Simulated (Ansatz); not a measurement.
Ansatz (an electronic-structure program) input (wB97M-V/def2-TZVPP):

Ansatz 0.2 input:
```yaml
crystal:
  periodic: [false, false, false]
  atoms:
    - {symbol: H, position_ang: [0.00000000, 0.00000000, 0.00000000]}
basis:
  gaussian:
    orbitals: def2-TZVPP
hamiltonian:
  xc: {name: wB97M-V}
magnetization: {spin_polarized: true, initial_magnetization: 1}
scf: {lower_state_search: full}
```

Output:

```
Functional definition: wB97M-V
integrals: 0.00 GiB planned
59 factors; their error is unknown
integrals: 0.03 GiB planned
21 factors; integrals over basis functions are off by at most 3.8e-5 eV
mean field: 0.05 GiB planned
mean field evaluation 1: about -13.4367 eV, gradient 9.1e-1 eV
mean field evaluation 2: about -13.4426 eV, gradient 1.1e-1 eV
mean field evaluation 4: about -13.4455 eV, gradient 2.3e-2 eV
mean field evaluation 8: about -13.4454 eV, gradient 4.3e-7 eV
mean field evaluation 16: about -13.4452 eV, gradient 1.4e-1 eV
mean field -13.44542468 eV, -0.4941102432 hartree, gradient 8.1e-7 eV, S^2 0.750000; 2 other end points of the search recorded, 0 dependent functions left out
reference -13.44544674 eV, -0.4941110540 hartree; 1, 0 occupied and 13, 14 virtual orbitals, 59 factors
Total energy: -13.44544674 eV, -0.4941110540 hartree
```
